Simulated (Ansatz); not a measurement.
`C[NH][SnH]([Cl])[O]C` + `[OH][Zr]([OH])([SH])[Cl]` → `C[NH][SnH]([Cl])[Cl]` + `C[O][Zr]([OH])([OH])[SH]`  (redistribution)

Calculated with Ansatz (gas phase, PBE0-D4/def2-TZVP geometries, no zero-point term in ΔE). CCSD(T)/CBS is the MP2 limit (def2-TZVPP, def2-QZVPP) plus CCSD(T) − MP2 in def2-TZVPP, frozen cores. DFT in def2-TZVPP. B3LYP here is the variant with VWN-RPA as its local correlation; programs differ in this. def2 core potentials past Kr. For Sn, Zr outer-core shells are correlated without core-valence functions, which leaves a few kJ/mol of doubt a bond. One conformer a species, not always the lowest.

| level | ΔE (kJ/mol) | difference from CCSD(T)/CBS |
| --- | --- | --- |
| PBE-D4 | -43.1 | -3.0 |
| r2SCAN-D4 | -41.2 | -1.1 |
| PBE0-D4 | -44.4 | -4.3 |
| ωB97M-V | -43.9 | -3.8 |
| PBE | -44.6 | -4.5 |
| r2SCAN | -41.5 | -1.4 |
| PBE0 | -45.6 | -5.5 |
| B3LYP | -47.8 | -7.7 |
| HF/def2-TZVPP | -49.8 | -9.7 |
| SCS-MP2/def2-TZVPP | -42.5 | -2.4 |
| HF/def2-QZVPP | -49.8 | -9.7 |
| MP2/def2-QZVPP | -41.1 | -1.0 |
| SCS-MP2/def2-QZVPP | -42.2 | -2.1 |
| HF/CBS(def2) | -49.8 | -9.7 |
| MP2/CBS(def2) | -40.8 | -0.7 |
| CCSD/CBS(def2) | -42.7 | -2.6 |
| CCSD(T)/CBS | -40.1 | 0 |

Largest T1 diagnostic among the species: 0.017.

In def2-TZVPP, CCSD(T) changes the Hartree–Fock value by +9.1 kJ/mol (the triples alone add +2.5 kJ/mol) and MP2 by +8.4 kJ/mol.
